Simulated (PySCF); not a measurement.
VOCl2, SMILES [O]=[V+]([Cl])[Cl], charge +1, multiplicity 1. Atoms are numbered in the order given.

```xyz
4

V     -0.3618    -0.4084     0.0000
O      0.4804    -1.6620     0.0000
Cl     0.1317     0.6673     1.6979
Cl     0.1317     0.6673    -1.6979
```
Charge +1, spin multiplicity 1.

The structure is a stationary point at PBE0-D3(BJ)/def2-SVP. The multiplicity is an assumed one; other spin states were not compared. The isomer is the one that the SMILES or the coordinates give; other isomers of the formula were not compared.

Computed with PBE/def2-TZVPD (PySCF).

The molecule is in vacuum.

Problem. Estimate the frontier levels, gap, dipole moment and polarisability. (An estimate is asked for; the answer gives what the named calculation found.)

Solution. 
The highest occupied level is -13.96 eV and the lowest empty level is -11.86 eV. The orbital gap is 2.10 eV, the dipole moment about the centre of nuclear charge is 2.98 D and the mean static polarisability is 56.9 bohr³ (8.43 Å³). The polarisability, principal values comes out as 35.1, 55.6, 79.9 bohr³.
